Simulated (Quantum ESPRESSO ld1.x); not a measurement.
Question: Species: Tc XXIV. Configuration: [Ar] 3d2. Method: scalar-relativistic Kohn-Sham, LDA (Slater exchange, Perdew-Zunger correlation), spin-polarised, spherical densities, point nucleus; open shells are filled with parallel spins first; computed with ld1.x of Quantum ESPRESSO 7.5. Some entries of the table are withheld. Estimate them.

| orbital | occ. | eigenvalue (hartree) | <1/r> (bohr^-1) |
|---|---|---|---|
| 1s up | 1 | -800.470 | 44.65 |
| 1s down | 1 | -800.465 | 44.65 |
| 2s up | 1 | -143.556 | 10.13 |
| 2s down | 1 | -143.360 | 10.14 |
| 2p up | 3 | -132.308 | (1) |
| 2p down | 3 | -132.157 | (2) |
| 3s up | 1 | -48.0826 | 3.844 |
| 3s down | 1 | -47.8580 | 3.833 |
| 3p up | 3 | (3) | 3.711 |
| 3p down | 3 | (4) | 3.700 |
| 3d up | 2 | -39.1791 | 3.536 |
| 3d down | 0 | -38.9026 | 3.528 |

Answer: 
(1) 2p up <1/r> (bohr^-1): 9.832
(2) 2p down <1/r> (bohr^-1): 9.840
(3) 3p up eigenvalue (hartree): -44.4333
(4) 3p down eigenvalue (hartree): -44.2024
